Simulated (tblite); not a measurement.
Compound: C7H11BO.
Structure used (GFN2-xTB), in Å, numbered top down from 1:
```xyz
20
C7H11BO angstrom
C     -1.2997    2.3883    0.4720
C     -0.8769    1.4893   -0.1969
C     -0.3614    0.3820   -0.9842
B     -1.6240   -0.5527   -1.1880
C     -1.4544   -1.7640   -0.2020
C     -0.2625   -1.3971    0.6940
C      0.6282   -0.4739   -0.1434
O      1.4815    0.2421    0.7192
C      2.4142    1.0623    0.0666
H     -1.6524    3.1889    1.0504
H      0.1190    0.7944   -1.8762
H     -2.5083   -0.3512   -1.9206
H     -1.2127   -2.6571   -0.7879
H     -2.3317   -2.0299    0.3877
H     -0.6012   -0.8222    1.5564
H      0.2899   -2.2630    1.0559
H      1.2371   -1.0694   -0.8484
H      3.0783    1.4461    0.8389
H      3.0012    0.4922   -0.6663
H      1.9306    1.9053   -0.4399
```

Computed values, GFN2-xTB/tblite, gas phase, harmonic and unscaled. Against measured fundamentals such values can be off by several per cent, at times by over 20. Modes of hydrogen on boron can be 10 to 20 % off. One conformer, not necessarily the lowest.

Harmonic wavenumbers (cm⁻¹): 57.8, 95.0, 116.1, 130.9, 195.1, 211.1, 249.7, 304.7, 354.0, 420.2, 498.4, 533.3, 597.0, 621.3, 654.5, 684.1, 756.9, 810.7, 865.9, 901.5, 930.9, 988.4, 1011.0, 1041.7, 1087.4, 1102.5, 1113.5, 1124.2, 1136.9, 1149.4, 1167.9, 1192.5, 1228.6, 1258.7, 1283.7, 1310.9, 1333.8, 1407.2, 1446.3, 1474.4, 1488.2, 1491.5, 2275.0, 2685.0, 2793.7, 2886.8, 2921.2, 2934.2, 2935.9, 2996.8, 3000.1, 3011.2, 3022.8, 3397.0.

A = 2130, B = 1578, C = 1108 MHz; mass 122.090 u (most abundant isotopes); point group C1, symmetry number 1.

**Question.** What is the zero-point energy?

**Answer.** Half the sum of the wavenumbers: 35344 cm⁻¹ = 422.81 kJ/mol.

**Question.** Entropy at 200 K, 1 bar (ideal gas, RRHO, classical rotation)?

**Answer.** Translation 160.48, rotation 115.72, vibration 75.11: S = 351.3 J/(mol K).

**Question.** And Cp and H(200 K) − H(0)?

**Answer.** Cp = 119.49 J/(mol K), of which vibrations give 86.23 (their classical limit is 54 R = 449.0); H(200 K) − H(0) = 15.17 kJ/mol without the zero-point energy, 8.52 from vibrations.

**Question.** Which modes carry the vibrational entropy at 200 K?

**Answer.** 57.8 cm⁻¹: 15.67; 95.0 cm⁻¹: 11.64; 116.1 cm⁻¹: 10.05; 130.9 cm⁻¹: 9.11; 195.1 cm⁻¹: 6.15; 211.1 cm⁻¹: 5.60 J/(mol K); the other 48 give 16.90 together.

**Question.** Blend soft modes into free rotors: weight 1/[1 + (100 cm⁻¹/ν̃)⁴] for the oscillator and the rest for a rotor with moment μB/(μ + B), μ = h/(8π²ν), B = 10⁻⁴⁴ kg m². What vibrational entropy results?

**Answer.** 71.84 J/(mol K) in place of 75.11, which changes −T·S at 200 K by +0.65 kJ/mol.

Hindered rotation and anharmonicity are outside this model. Other conformers, if any are populated, would add a mixing term that is left out. The structure is chiral; the term R ln 2 for an equal mix with its mirror image is left out.

Time: 1.2 s of wall time. Hardware: one thread of an Arm Neoverse N1, shared host with 64 logical CPUs at a one-minute load of 57. The figure is for the frequency step alone.
